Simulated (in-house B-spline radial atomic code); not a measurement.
Te⁺. Computed with a B-spline radial atomic code. Model: all-electron spherical atom, spin shells full or empty, radial basis limit, no spin-orbit coupling, Breit or QED, empty-state partial waves extrapolated as (l+1/2)^-4, RPA, G0W0 and static COHSEX of the highest shell as one setting changes (uncorrelated shells keep exact exchange).

Given: element Te; charge 1; filled core Kr; hamiltonian one-electron scalar X2C; mean-field start PBE0; highest l of empty states 9; nuclear rms radius 4.7423 fm; highest mean-field shell 5p up.

Shell: 4d 5 5, 5s 1 1, 5p 3 0 (electrons up and down).

| lowest nl shells left uncorrelated | RPA correlation energy (hartree) | G0W0 level (eV) | G0W0 minus most complete (meV) | COHSEX level (eV) | linearised minus solved G0W0 (meV) |
| --- | --- | --- | --- | --- | --- |
| 0 | -3.9084 | -19.078 | 0 | -20.813 | -17.6 |
| 1 | -3.7312 | -19.078 | 0.3 | -20.813 | -17.6 |
| 2 | -3.537 | -19.078 | 0.3 | -20.814 | -17.6 |
| 3 | -2.9808 | -19.076 | 1.8 | -20.81 | -17.6 |
| 4 | ? | ? | ? | ? | ? |
| 5 | -2.2697 | -19.079 | -1.5 | -20.819 | -17.6 |
| 6 | -1.4259 | -19.054 | 24.1 | -20.772 | -17.3 |
| 7 | -1.2706 | -19.057 | 20.6 | -20.778 | -17.4 |
| 8 | -0.82812 | -19.067 | 10.8 | -20.789 | -17.5 |
| 9 | ? | ? | ? | ? | ? |
| 10 | -0.056193 | -18.912 | 165.9 | -20.101 | -13.7 |

(1) What follows for lowest nl shells left uncorrelated = 9?

(2) What follows for lowest nl shells left uncorrelated = 4?

Results:

(1) RPA correlation energy -0.15299 hartree; G0W0 level -18.784 eV; G0W0 minus most complete 293.6 meV; COHSEX level -20.295 eV; linearised minus solved G0W0 -14.8 meV.

(2) RPA correlation energy -2.8013 hartree; G0W0 level -19.076 eV; G0W0 minus most complete 1.6 meV; COHSEX level -20.811 eV; linearised minus solved G0W0 -17.6 meV.
